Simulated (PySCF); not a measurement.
PySCF input for Te(OSiH3)2 (H6O2Si2Te), SMILES [SiH3]O[Te]O[SiH3], B3LYP-D3(BJ)/def2-SVP. The structure is a stationary point at B3LYP-D3(BJ)/def2-SVP. The structure was generated by enumeration, and PubChem lists no compound with its InChIKey, so it may never have been made. The def2 effective core potentials stand for the cores of Te; spin–orbit coupling is left out. Other conformers were not sampled.

```python
import numpy as np
from pyscf import gto, scf, dft, df
from pyscf.hessian import thermo

mol = gto.M(
    atom='''
    Te    0.54942539   -0.06809778    0.88187458
    O     0.47520379   -1.47040577   -0.52773484
    Si   -0.85210831   -2.00484703   -1.40724003
    H    -2.11758362   -1.72472625   -0.66556333
    H    -0.69227414   -3.47172513   -1.60715143
    H    -0.90191596   -1.32896620   -2.73341375
    O     0.37413158    1.55084752   -0.27722193
    Si   -1.08542098    2.17126832   -0.83470306
    H    -1.77752597    1.18358670   -1.71329668
    H    -0.75961659    3.39602846   -1.61303027
    H    -1.99047698    2.51345522    0.30183514
    ''',
    basis='def2-SVP',
    ecp={'Te': 'def2-svp'},
    charge=0,
    spin=0,
    max_memory=1600,
    verbose=3,
)
mf = dft.RKS(mol, xc='b3lyp').density_fit(auxbasis='def2-universal-jkfit')
mf.disp = 'd3bj'
mf.grids.level = 3
mf.conv_tol = 1e-11
mf.max_cycle = 100
mf.kernel()

# [left out here: the lines that compute and print the analytic Hessian (its translational invariance restored by hand, since the grid's response is missing), thermochemistry and intensities]
```

Program output:

```
converged SCF energy = -1000.9340559318

WARN: DFTD3 does not support analytical Hessian, using finite difference


WARN: Mole.unit (angstrom) is changed to Bohr

Mode                                 0                   1                   2
Irrep
Freq [cm^-1]                       31.3530             59.9889             87.6846
Reduced mass [au]                   1.5534              4.8234              2.0086
Force const [Dyne/A]                0.0009              0.0102              0.0091
Char temp [K]                      45.1100             86.3107            126.1586
Normal mode                   x     y     z       x     y     z       x     y     z
       0  Te                -0.01  0.00 -0.01   -0.02 -0.00 -0.01    0.01 -0.00  0.01
       1   O                 0.01 -0.05  0.05    0.03  0.07 -0.09   -0.01  0.07 -0.06
       2  Si                 0.03 -0.01 -0.01    0.01 -0.09  0.04   -0.03  0.05 -0.01
       3   H                 0.02 -0.19  0.04    0.04 -0.21  0.15   -0.01 -0.02  0.05
       4   H                 0.13  0.03 -0.20    0.14 -0.08  0.07    0.01  0.05 -0.05
       5   H                -0.03  0.16  0.08   -0.17 -0.13  0.03   -0.10  0.07  0.00
       6   O                 0.01 -0.04 -0.08    0.02  0.06  0.07    0.00  0.03  0.06
       7  Si                 0.00  0.04  0.05    0.04  0.05  0.02   -0.00 -0.07 -0.04
       8   H                -0.28 -0.04  0.35    0.04  0.01  0.06   -0.07 -0.28  0.25
       9   H                 0.03 -0.15 -0.24    0.06  0.01 -0.04    0.00 -0.29 -0.38
      10   H                 0.24  0.38  0.13    0.02  0.12 -0.01    0.06  0.26 -0.10
Mode                                 3                   4                   5
Irrep
Freq [cm^-1]                      118.0248            138.9692            154.7187
Reduced mass [au]                   1.1556              3.8525              5.5744
Force const [Dyne/A]                0.0095              0.0438              0.0786
Char temp [K]                     169.8114            199.9458            222.6058
Normal mode                   x     y     z       x     y     z       x     y     z
       0  Te                 0.00 -0.01  0.00    0.01 -0.02  0.00   -0.03 -0.01 -0.01
       1   O                 0.02 -0.01  0.00    0.06 -0.01 -0.01    0.12  0.02 -0.05
       2  Si                -0.01  0.03  0.02    0.01  0.03  0.03    0.02  0.07  0.07
       3   H                 0.04 -0.38  0.28    0.04  0.20  0.02    0.10  0.20  0.17
       4   H                 0.22  0.12 -0.41   -0.12 -0.00  0.14   -0.12  0.05  0.12
       5   H                -0.32  0.39  0.22    0.07 -0.07 -0.02   -0.04  0.02  0.05
       6   O                -0.03 -0.01  0.00   -0.11 -0.03  0.02    0.05 -0.03 -0.06
       7  Si                -0.00  0.01 -0.04   -0.03  0.09 -0.06    0.01 -0.04  0.03
       8   H                 0.09  0.08 -0.19   -0.11  0.11 -0.01   -0.01 -0.02  0.02
       9   H                 0.03  0.10  0.11    0.13  0.00 -0.13   -0.05  0.00  0.06
      10   H                -0.09 -0.13 -0.08   -0.03  0.27 -0.11    0.06 -0.10  0.08
Mode                                 6                   7                   8
Irrep
Freq [cm^-1]                      216.1291            474.9862            488.6070
Reduced mass [au]                   7.4686              5.9596              6.1734
Force const [Dyne/A]                0.2055              0.7922              0.8684
Char temp [K]                     310.9616            683.3994            702.9966
Normal mode                   x     y     z       x     y     z       x     y     z
       0  Te                -0.01 -0.00 -0.03    0.00  0.03  0.02    0.00 -0.02  0.03
       1   O                 0.03 -0.12  0.08    0.09 -0.12 -0.09    0.03 -0.02 -0.02
       2  Si                 0.01  0.02  0.02   -0.05 -0.04 -0.05   -0.02 -0.01 -0.02
       3   H                 0.02  0.07  0.02    0.05  0.08  0.08    0.01  0.01  0.03
       4   H                -0.08  0.02 -0.05   -0.25 -0.05 -0.12   -0.05 -0.01 -0.02
       5   H                 0.08  0.09  0.06   -0.15 -0.02 -0.04   -0.04 -0.01 -0.01
       6   O                 0.01  0.11  0.11   -0.02 -0.04  0.02    0.09  0.13 -0.09
       7  Si                 0.00 -0.01  0.01    0.01 -0.01  0.01   -0.05  0.04 -0.03
       8   H                 0.09 -0.12  0.06   -0.00  0.01 -0.00   -0.03 -0.04  0.03
       9   H                -0.03 -0.06 -0.09    0.08 -0.02  0.02   -0.30  0.08 -0.08
      10   H                -0.06  0.04 -0.06    0.02  0.02  0.00   -0.01 -0.06  0.04
Mode                                 9                  10                  11
Irrep
Freq [cm^-1]                      711.0266            723.9878            724.7407
Reduced mass [au]                   1.1749              1.2088              1.3031
Force const [Dyne/A]                0.3500              0.3733              0.4033
Char temp [K]                    1023.0090           1041.6572           1042.7405
[...]
       7  Si                 0.03  0.03  0.01    0.07 -0.03  0.03    0.04 -0.02  0.01
       8   H                 0.32 -0.29  0.13   -0.06  0.07 -0.01    0.04 -0.09  0.09
       9   H                -0.43  0.06 -0.15    0.02 -0.03  0.00    0.10  0.03  0.12
      10   H                -0.05 -0.10 -0.01   -0.03 -0.00 -0.05    0.04  0.01  0.01
Mode                                15                  16                  17
Irrep
Freq [cm^-1]                      943.1641            948.5081            955.9150
Reduced mass [au]                   1.0523              1.0852              1.0554
Force const [Dyne/A]                0.5515              0.5752              0.5682
Char temp [K]                    1357.0031           1364.6920           1375.3489
Normal mode                   x     y     z       x     y     z       x     y     z
       0  Te                 0.00 -0.00  0.00   -0.00 -0.00 -0.00   -0.00  0.00  0.00
       1   O                 0.00  0.00  0.00    0.02  0.01  0.03   -0.01 -0.00 -0.01
       2  Si                -0.01 -0.02  0.01    0.00  0.02 -0.03    0.01 -0.01 -0.01
       3   H                -0.00  0.44 -0.15   -0.03 -0.50  0.12   -0.05  0.07 -0.13
       4   H                 0.30  0.06 -0.23   -0.39 -0.08  0.37   -0.02 -0.04  0.22
       5   H                -0.12  0.02  0.02    0.03  0.06  0.01   -0.17  0.25  0.14
       6   O                -0.00  0.00  0.00    0.01 -0.01  0.01   -0.01  0.01 -0.01
       7  Si                 0.00 -0.02 -0.02   -0.00 -0.02 -0.02   -0.01 -0.02  0.03
       8   H                 0.02 -0.15  0.13   -0.02 -0.11  0.11    0.30  0.26 -0.53
       9   H                -0.15  0.32  0.45   -0.11  0.26  0.37   -0.25 -0.10 -0.22
      10   H                 0.07  0.43 -0.09    0.05  0.33 -0.07    0.22  0.38  0.06
Mode                                18                  19                  20
Irrep
Freq [cm^-1]                      962.1468            989.2462           1004.8494
Reduced mass [au]                   1.0588              1.1194              1.1032
Force const [Dyne/A]                0.5775              0.6454              0.6563
Char temp [K]                    1384.3150           1423.3051           1445.7546
Normal mode                   x     y     z       x     y     z       x     y     z
       0  Te                -0.00  0.00  0.00   -0.00  0.00  0.00   -0.00  0.00 -0.00
       1   O                -0.01 -0.01 -0.01   -0.03 -0.03 -0.04   -0.00  0.00  0.00
       2  Si                -0.01  0.03  0.02   -0.01 -0.01 -0.01    0.03  0.01  0.02
       3   H                 0.12 -0.20  0.31    0.20  0.11  0.31   -0.17 -0.10 -0.28
       4   H                 0.06  0.07 -0.36    0.30 -0.01  0.28   -0.26  0.01 -0.24
       5   H                 0.41 -0.47 -0.25    0.34  0.25  0.11   -0.29 -0.22 -0.09
       6   O                 0.00  0.00  0.00    0.02 -0.02  0.02    0.00 -0.00  0.00
       7  Si                -0.01 -0.01  0.01    0.02 -0.01  0.01    0.04 -0.01  0.01
       8   H                 0.14  0.11 -0.24   -0.32  0.21  0.02   -0.35  0.28 -0.02
       9   H                -0.13  0.01 -0.02   -0.29  0.04 -0.05   -0.35  0.02 -0.09
      10   H                 0.13  0.27  0.02   -0.29  0.03 -0.24   -0.32  0.05 -0.28
Mode                                21                  22                  23
Irrep
Freq [cm^-1]                     2212.3356           2215.8561           2220.9671
Reduced mass [au]                   1.0362              1.0451              1.0359
Force const [Dyne/A]                2.9880              3.0233              3.0106
Char temp [K]                    3183.0584           3188.1236           3195.4771
Normal mode                   x     y     z       x     y     z       x     y     z
       0  Te                 0.00  0.00  0.00    0.00 -0.00  0.00    0.00 -0.00  0.00
       1   O                -0.00 -0.00 -0.00   -0.00  0.00 -0.00    0.00  0.00  0.00
       2  Si                -0.03  0.01  0.01   -0.00  0.00 -0.00   -0.01 -0.01  0.01
       3   H                 0.78 -0.17 -0.46    0.07 -0.01 -0.04    0.26 -0.06 -0.15
       4   H                -0.01  0.04  0.01    0.01 -0.05 -0.01   -0.01  0.11  0.02
       5   H                -0.01 -0.02  0.07    0.00 -0.04  0.09   -0.01  0.11 -0.22
       6   O                 0.00 -0.00  0.00   -0.00  0.00 -0.00   -0.00  0.00 -0.00
       7  Si                 0.01  0.00  0.00   -0.02  0.01  0.03   -0.02 -0.02 -0.01
       8   H                -0.12 -0.18 -0.16   -0.12 -0.17 -0.14    0.39  0.57  0.51
       9   H                 0.00  0.01 -0.00   -0.01 -0.02  0.03   -0.01 -0.04  0.02
      10   H                -0.09  0.04  0.13    0.57 -0.21 -0.71    0.14 -0.07 -0.19
Mode                                24                  25                  26
Irrep
Freq [cm^-1]                     2235.1652           2236.9051           2248.0975
Reduced mass [au]                   1.0399              1.0417              1.0422
Force const [Dyne/A]                3.0610              3.0712              3.1033
Char temp [K]                    3215.9051           3218.4084           3234.5118
Normal mode                   x     y     z       x     y     z       x     y     z
       0  Te                -0.00 -0.00 -0.00   -0.00 -0.00 -0.00    0.00 -0.00  0.00
       1   O                 0.00  0.00  0.00    0.00  0.00  0.00    0.00  0.00  0.00
       2  Si                 0.00 -0.01  0.03   -0.01  0.03  0.01    0.00 -0.00 -0.00
       3   H                -0.01 -0.01  0.02    0.05 -0.00 -0.03   -0.01  0.00  0.01
       4   H                -0.00 -0.03  0.01    0.11 -0.95 -0.13   -0.01  0.08  0.01
       5   H                -0.03  0.43 -0.83   -0.01  0.02 -0.01    0.00 -0.00  0.01
       6   O                -0.00  0.00 -0.00   -0.00  0.00 -0.00   -0.00  0.00 -0.00
       7  Si                 0.00  0.01  0.01   -0.00 -0.00 -0.00    0.01  0.03 -0.02
       8   H                -0.13 -0.18 -0.16    0.05  0.07  0.06   -0.01 -0.02 -0.03
       9   H                -0.00  0.00  0.00   -0.02 -0.07  0.04   -0.22 -0.80  0.51
      10   H                 0.01 -0.00 -0.01   -0.02  0.01  0.02   -0.01  0.02  0.02
temperature 298.1500 [K]
pressure 101325.00 [Pa]
Rotational constants [GHz] 1.70419 1.33341 0.79062
Symmetry number 1
Zero-point energy (ZPE) 0.05839 [Eh]   153305.912 [J/mol]
                           tot       elec      trans        rot        vib
Entropy [J/mol/K]       416.683      0.000    176.116    123.726    116.840
Cv [J/mol/K]            120.045      0.000     12.472     12.472     95.102
Cp [J/mol/K]            128.360      0.000     20.786     12.472     95.102
Internal energy [J/mol]                      3718.434   3718.434 169675.484
Internal energy [Eh]   -1000.86660  -1000.93406
Enthalpy [J/mol]                             6197.391   3718.434 169675.484
Enthalpy [Eh]          -1000.86565
Gibbs free energy [J/mol]                  -46311.594 -33170.617 134839.572
Gibbs free energy [Eh] -1000.91297
mode   freq/cm-1   IR/(km/mol)
   1       31.35         0.553
   2       59.99         1.829
   3       87.68         0.664
   4      118.02         0.179
   5      138.97         0.181
   6      154.72         3.604
   7      216.13         9.593
   8      474.99        27.933
   9      488.61        16.617
  10      711.03        47.236
  11      723.99        67.389
  12      724.74        37.002
  13      734.68        37.469
  14      865.66       438.141
  15      927.03       259.766
  16      943.16       134.069
  17      948.51        97.549
  18      955.91       105.287
  19      962.15        65.947
  20      989.25        59.207
  21     1004.85       420.135
  22     2212.34        45.961
  23     2215.86       147.110
  24     2220.97       102.868
  25     2235.17       130.402
  26     2236.91       144.979
  27     2248.10       119.698
max |gradient| / (hartree/bohr): 9.063505278195637e-05
APT charges: [ 0.9575 -1.0621  1.4093 -0.2709 -0.2833 -0.2823 -1.0328  1.3998 -0.2788
 -0.2758 -0.2806]
```

Self-consistency was reached.

Cost: around 3 core-minutes (rough).
